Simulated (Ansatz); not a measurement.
Born–Oppenheimer molecular dynamics of AlH5O3Si (10 atoms, charge 0, multiplicity 1). It starts from a relaxed structure.

These are results of Ansatz 0.2.0, RKS B3LYP-D4/6-31G, not measurements.

```json
{"ensemble": "NVT, Langevin thermostat", "time step": "0.25 fs", "steps asked": "250", "set temperature": "700 K", "friction": "0.01 /fs", "seed": "204691"}
```

First frame:

```xyz
10
Properties=species:S:1:pos:R:3
Al -0.216 -0.342 -0.152
O -0.888 -0.400 1.403
Si -1.351 -0.445 3.029
H -2.585 -1.290 3.183
H -0.258 -1.030 3.880
H -1.655 0.945 3.517
O 1.482 -0.312 -0.325
H 2.128 -0.281 -1.034
O -1.179 -0.309 -1.561
H -2.091 -0.314 -1.855
```

How far do the bonds stretch over the last three quarters of this one trajectory? (Pairs bonded in most of those frames.)


| bond | mean (Å) | spread (Å) | shortest | longest |
| --- | --- | --- | --- | --- |
| Al1–O2 | 1.712 | 0.024 | 1.68 | 1.75 |
| Al1–O7 | 1.760 | 0.068 | 1.67 | 1.87 |
| Al1–O9 | 1.702 | 0.040 | 1.63 | 1.75 |
| O2–Si3 | 1.724 | 0.052 | 1.64 | 1.81 |
| Si3–H4 | 1.509 | 0.017 | 1.47 | 1.55 |
| Si3–H5 | 1.536 | 0.127 | 1.34 | 1.71 |
| Si3–H6 | 1.506 | 0.022 | 1.45 | 1.55 |
| O7–H8 | 0.971 | 0.019 | 0.93 | 1.01 |
| O9–H10 | 0.961 | 0.035 | 0.90 | 1.03 |

Mean temperature of the second half: 561 K. The mean temperature of the second half is 20 % below the set value. A run of 0.062 ps of so small a system gives no equilibrium averages. Limits of this set-up: no polarisation functions.

Run time: 15 min on 1 thread of Arm Neoverse V1 (shared host), peak memory 0.14 GiB.
